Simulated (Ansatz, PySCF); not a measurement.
SiHBr3, SMILES Br[SiH](Br)Br. Atoms are numbered in the order given.

```xyz
5

Si     0.0115     0.6233     0.0000
Br    -1.0448    -0.0920     1.8196
Br     2.1067    -0.1174     0.0000
Br    -1.0448    -0.0920    -1.8196
H      0.0235     2.0998     0.0000
```

The structure is a stationary point at B3LYP-D3(BJ)/def2-SVP.

Two levels are set side by side: PBE-D3(BJ)/def2-SVP (Ansatz, a quantum-chemistry and plane-wave program) and B3LYP-D3(BJ)/def2-SVP (Ansatz). Each level has its own optimised geometry; the coordinates shown are those of the second. Frequencies come from the Hessian of PySCF at each geometry. Differences are taken from unrounded values.

```
quantity                            B3LYP-D3(BJ)
----------------------------------  ------------
mean bond length (Å)                       2.036
bond Si1–Br2 (Å)                           2.222
bond Si1–Br3 (Å)                           2.222
bond Si1–Br4 (Å)                           2.222
bond Si1–H5 (Å)                            1.477
highest harmonic wavenumber (cm⁻¹)          2287
mean harmonic wavenumber (cm⁻¹)              612
zero-point energy (kcal/mol)                7.88
```

Question: What does PBE-D3(BJ) give, and how far is it from B3LYP-D3(BJ)? (The exact figures need the calculation; the answer reports its results.)

Answer: 
```tsv
quantity	PBE-D3(BJ)	PBE-D3(BJ) minus B3LYP-D3(BJ)
mean bond length (Å)	2.042	0.006
bond Si1–Br2 (Å)	2.226	0.003
bond Si1–Br3 (Å)	2.226	0.003
bond Si1–Br4 (Å)	2.226	0.003
bond Si1–H5 (Å)	1.492	0.015
highest harmonic wavenumber (cm⁻¹)	2216	-71
mean harmonic wavenumber (cm⁻¹)	593	-19
zero-point energy (kcal/mol)	7.63	-0.25
```

Exact exchange shortens and stiffens bonds; PBE has none. Differences between two approximate levels are no errors against the true value.
